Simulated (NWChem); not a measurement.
Molecule: SiNH2F, singlet; SMILES F[Si]N

```xyz
5

Si    -0.6434     0.0506     0.0000
F      0.4310     1.2984     0.0000
N      0.4907    -1.2340     0.0000
H      1.5010    -1.1134     0.0000
H      0.2134    -2.2102     0.0000
```
Atoms are numbered in this order, from 1.

All runs: NWChem. Low-valent species are run as closed-shell singlets; no triplet was tried in these runs. Geometry: optimised at PBE0/def2-SVP. Level: M06-2X/def2-SVP with SMD (1 M gas to 1 M solution), gas-phase geometry. Reactions with the solvent are ignored.

Problem. Order these by “solvation free energy (kcal/mol)”, lowest first: n-hexane; chlorobenzene; methanol; water.

Solution. methanol (-4.7), chlorobenzene (-3.7), water (-2.9), n-hexane (-2.2)
